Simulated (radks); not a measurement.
The numbers below are computed, except where a source is named.
Question: The mean radii <r> (bohr) of the occupied orbitals of an atom or ion are listed with their occupations. Level of theory: scalar-relativistic Kohn-Sham, OLYP, spin-polarised, spherical densities, finite nucleus; Fermi nuclear charge, rms radius of each element as measured or else 0.836 A^(1/3) + 0.57 fm (a radial shooting solver on a logarithmic mesh with Libxc functionals).

| orbital | occ. | <r> |
|---|---|---|
| 1s down | 1 | 0.05620 |
| 1s up | 1 | 0.05620 |
| 2s up | 1 | 0.2557 |
| 2s down | 1 | 0.2548 |
| 2p up | 3 | 0.2252 |
| 2p down | 3 | 0.2244 |
| 3s up | 1 | 0.7579 |
| 3s down | 1 | 0.7629 |
| 3p up | 3 | 0.7875 |
| 3p down | 3 | 0.7967 |
| 3d up | 5 | 0.8634 |

Name the element and its charge. Open shells, if any, are filled with parallel spins first.

Answer: Z = 27, cobalt, charge +4: Co4+ in [Ar] 3d5. The 1s radius gives Z: for a bare nucleus <r> = (2 gamma + 1)/(2Z) with gamma = sqrt(1 - (Z/c)^2), 0.05483 bohr for Z = 27, and screening makes it slightly larger (0.05620 here). The occupations add up to 23, and the charge is Z minus that.
